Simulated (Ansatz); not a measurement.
Coupled-cluster run, `[OH][Hf]([Cl])([Cl])[SeH]`.

```yaml
crystal:
  periodic: [false, false, false]
  atoms:
    - {symbol: O, position_ang: [0.763140, -1.155621, -0.631271]}
    - {symbol: Hf, position_ang: [-0.333188, -0.103267, 0.483535]}
    - {symbol: Cl, position_ang: [0.452664, -0.121582, 2.686656]}
    - {symbol: Cl, position_ang: [-2.537591, -0.885672, 0.468971]}
    - {symbol: Se, position_ang: [-0.256650, 2.296118, -0.447483]}
    - {symbol: H, position_ang: [1.259015, -1.847858, -1.059434]}
    - {symbol: H, position_ang: [0.652609, 1.817884, -1.500974]}
basis:
  gaussian: {orbitals: def2-TZVPP}
correlation: {method: ccsd_t}
```

```sh
$ ansatz run in.yaml --threads 2 --pin off --events-out ev --progress --plain --max-ram 22528MiB --backend cuda --devices 0, --max-vram 18GiB
```

The program prints (abridged):

```
Functional definition: HF
1549 factors; integrals over basis functions are off by at most 1.2e-3 eV
mean field evaluation 1: about -93676.4380 eV, gradient 4.6e1 eV
mean field evaluation 2: about -93676.6304 eV, gradient 4.6e1 eV
mean field evaluation 4: about -93681.0547 eV, gradient 3.1e0 eV
mean field evaluation 8: about -93681.1162 eV, gradient 3.2e-1 eV
mean field evaluation 16: about -93681.1170 eV, gradient 1.4e-6 eV
mean field -93681.11695444 eV, -3442.7175487339 hartree, gradient 1.4e-6 eV, S^2 0.000000; 0 other end points of the search recorded, 0 dependent functions left out
20 core orbitals not correlated: weight in the atoms' cores, before any rotation towards them, 1.000 or more for the frozen orbitals, at most 0.000 for the correlated occupied ones
reference -93681.11695444 eV, -3442.7175487339 hartree; 25, 25 occupied and 202, 202 virtual orbitals, 1549 factors
second order -32.91729938 eV of doubles, -0.00000000 eV of singles
cycle   1  -32.75986813 eV  change    1.6e-1 eV  update   1.5e-1
cycle   2  -33.48679359 eV  change   -7.3e-1 eV  update   5.8e-2
cycle   3  -33.72122145 eV  change   -2.3e-1 eV  update   2.8e-2
cycle   4  -33.69727750 eV  change    2.4e-2 eV  update   8.0e-3
cycle   5  -33.68973308 eV  change    7.5e-3 eV  update   3.2e-3
cycle   6  -33.69104721 eV  change   -1.3e-3 eV  update   1.0e-3
cycle   7  -33.69085890 eV  change    1.9e-4 eV  update   4.4e-4
cycle   8  -33.69071686 eV  change    1.4e-4 eV  update   1.5e-4
cycle   9  -33.69082770 eV  change   -1.1e-4 eV  update   6.1e-5
cycle  10  -33.69083724 eV  change   -9.5e-6 eV  update   2.2e-5
perturbative correction -1.44982604 eV, -0.0532801244 hartree
Total energy: -93716.25761773 eV, -3444.0089442905 hartree
```

Run time 5 s (2 threads of an AMD EPYC 7R13 on a shared host and a share of an NVIDIA H100 80 GB); peak host memory 0.86 GiB.

Correlation energy per correlated electron: -0.703 eV. T1 diagnostic: 0.0138.
